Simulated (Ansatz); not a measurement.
Start from `[SiH3]CC=S` and change one atom or group to get `CNCC=S`.

Ansatz, PBE0-D4/def2-TZVP geometries, multiplicity 1. Each molecule was computed in one conformer, which needn't be the lowest.

```
                                          property  `[SiH3]CC=S`
size of the dipole moment (ωB97M-V/def2-TZVPP) / D          2.52
                HOMO energy (PBE0/def2-TZVPP) / eV         -6.44
           HOMO–LUMO gap (ωB97M-V/def2-TZVPP) / eV          8.66
    size of the dipole moment (PBE/def2-TZVPP) / D          2.52
             HOMO energy (ωB97M-V/def2-TZVPP) / eV         -8.66
               LUMO energy (B3LYP/def2-TZVPP) / eV         -2.31
```

Task: What does the change do to each property? (Best estimate.)

Result: Ansatz gave: 
```json
{"property": "size of the dipole moment (ωB97M-V/def2-TZVPP) / D", "`CNCC=S`": "2.68", "shift": "0.16"}
{"property": "HOMO energy (PBE0/def2-TZVPP) / eV", "`CNCC=S`": "-6.44", "shift": "0.00"}
{"property": "HOMO–LUMO gap (ωB97M-V/def2-TZVPP) / eV", "`CNCC=S`": "8.70", "shift": "0.04"}
{"property": "size of the dipole moment (PBE/def2-TZVPP) / D", "`CNCC=S`": "2.74", "shift": "0.22"}
{"property": "HOMO energy (ωB97M-V/def2-TZVPP) / eV", "`CNCC=S`": "-8.67", "shift": "-0.01"}
{"property": "LUMO energy (B3LYP/def2-TZVPP) / eV", "`CNCC=S`": "-2.34", "shift": "-0.03"}
```

Dipoles are sizes alone; their direction can turn.

B3LYP here is the variant with VWN-RPA as its local correlation; programs differ in this.
